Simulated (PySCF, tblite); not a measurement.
Isomers of C3H9ClO2SSi, one GFN2-xTB conformer each. Single-point energies are computed at PBE0/pcSseg-1 (PySCF, gas phase, no added dispersion term), electronic only.

```
                    SMILES  GFN2-xTB relative energy (kJ/mol)
C[C@H](C[SiH3])S(=O)(=O)Cl                                0.0
C[C@H]([SiH3])CS(=O)(=O)Cl                               26.7
```

Conformers: `[CH3:1][C@H:2]([CH2:3][SiH3:4])[S:5](=[O:6])(=[O:7])[Cl:8]` with C1–C2–C3–Si4 -175°, C1–C2–S5–O6 176°; `[CH3:1][C@H:2]([SiH3:3])[CH2:4][S:5](=[O:6])(=[O:7])[Cl:8]` with C1–C2–C4–S5 177°, C2–C4–S5–O6 -81°.

What does PBE0/pcSseg-1 give for the same structures?

| SMILES | PBE0/pcSseg-1 E (Eh) | PBE0/pcSseg-1 (kJ/mol) | GFN2-xTB (kJ/mol) | point group |
| --- | --- | --- | --- | --- |
| C[C@H](C[SiH3])S(=O)(=O)Cl | -1417.20812 | 0.0 | 0.0 | C1 |
| C[C@H]([SiH3])CS(=O)(=O)Cl | -1417.20141 | 17.6 | 26.7 | C1 |

Both levels put the same isomer lowest. 

Which frontier levels, dipoles and rotational constants go with these structures?

```csv
SMILES,"HOMO (eV, PBE0/pcSseg-1)",LUMO (eV),dipole (D),"A, B, C (MHz)"
C[C@H](C[SiH3])S(=O)(=O)Cl,-8.79,-1.52,3.97,"1642, 1007, 915.3"
C[C@H]([SiH3])CS(=O)(=O)Cl,-8.95,-1.41,4.01,"2254, 791.4, 685.9"
```

What happens when harmonic zero-point energies from GFN2-xTB frequencies are added?

```json
{"SMILES": "C[C@H](C[SiH3])S(=O)(=O)Cl", "ZPE (kJ/mol)": "308.2", "electronic (kJ/mol)": "0.0", "with ZPE (kJ/mol)": "0.0"}
{"SMILES": "C[C@H]([SiH3])CS(=O)(=O)Cl", "ZPE (kJ/mol)": "308.3", "electronic (kJ/mol)": "17.6", "with ZPE (kJ/mol)": "17.7"}
```

The zero-point energies span 0.1 kJ/mol. The order is unchanged.

As an exercise, what shares would exp(−E/RT) give at 2000 K from these electronic energies alone (no entropy, no degeneracies)?

RT = 16.629 kJ/mol: C[C@H](C[SiH3])S(=O)(=O)Cl 74.3 %, C[C@H]([SiH3])CS(=O)(=O)Cl 25.7 %.
